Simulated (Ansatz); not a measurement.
Gas-phase electronic energies from Ansatz, PBE0-D4/def2-TZVP geometries. CCSD(T)/CBS adds triple-zeta CCSD(T) − MP2 to the extrapolated MP2 energy (def2 sets, frozen cores). This one scheme is used for every species. Functionals use def2-TZVPP. Elements past krypton have def2 core potentials. For Zr outer-core shells are correlated without core-valence functions, which leaves a few kJ/mol of doubt a bond. One conformer a species, not always the lowest.

`[NH2][Zr]([NH2])([F])[Cl]` + CH₄ → `[CH3][Zr]([NH2])([NH2])[Cl]` + H–F  (formal exchange of groups at a Zr–F bond)

`[NH2][Zr]([NH2])([F])[Cl]`:

Z-matrix (Å, degrees):
```
Zr
N 1 2.019
F 1 1.909 2 108.9
N 1 2.014 2 105.9 3 -119.5
Cl 1 2.375 2 108.7 3 122.1
H 2 1.010 1 126.5 3 125.0
H 2 1.012 1 124.6 3 -54.8
H 4 1.012 1 126.2 2 104.0
H 4 1.012 1 124.7 2 -83.7
```

CH₄:

Z-matrix (Å, degrees):
```
C
H 1 1.090
H 1 1.090 2 109.5
H 1 1.090 2 109.5 3 -120.0
H 1 1.090 2 109.5 3 120.0
```

`[CH3][Zr]([NH2])([NH2])[Cl]`:

Cartesian coordinates in Å:
```
C -0.523 -0.077 -1.750
Zr 0.413 -0.397 0.239
N 1.390 1.296 0.744
N -1.153 -0.608 1.499
Cl 1.757 -2.356 0.151
H -1.072 0.871 -1.788
H 0.246 -0.054 -2.532
H -1.233 -0.873 -2.003
H 2.265 1.375 1.246
H 1.103 2.220 0.445
H -1.428 0.017 2.243
H -1.765 -1.414 1.508
```

H–F:

Cartesian coordinates in Å:
```
F -0.344 0.260 0.161
H 0.344 -0.260 -0.161
```

| level | ΔE (kcal/mol) |
| --- | --- |
| PBE | 56.8 |
| revPBE | 57.1 |
| r2SCAN | 58.1 |
| PBE0 | 55.9 |
| r2SCAN0 | 56.8 |
| MP2/def2-TZVPP | 54.0 |
| HF/def2-QZVPP | 59.6 |
| SCS-MP2/def2-QZVPP | 55.1 |

Question: What does CCSD(T)/CBS give? (Best estimate.)

Answer: The calculation gave: +53.8 kcal/mol. The listed levels differ from it by 3.0, 3.3, 4.3, 2.1, 3.0, 0.2, 5.8, 1.3 kcal/mol.

Largest T1 diagnostic among the species: 0.016.

From BLYP to BHLYP (50 % exact exchange), in def2-TZVPP and without D4, ΔE moves by −0.9 kcal/mol. Leaving LDA and LC-ωPBE aside and taking each functional with its dispersion term where it has one, the values, not all of them listed here, spread over 3.9 kcal/mol, from HSE06-D4 to CAM-B3LYP-D4. LDA lies −1.5 kcal/mol from PBE without D4. In def2-TZVPP, CCSD(T) changes the Hartree–Fock value by −5.1 kcal/mol (the triples alone add −0.3 kcal/mol) and MP2 by −5.3 kcal/mol.

CCSD(T)/CBS has its own doubt, a few kJ/mol and more with outer-core shells, so smaller differences from it don't rank the levels.
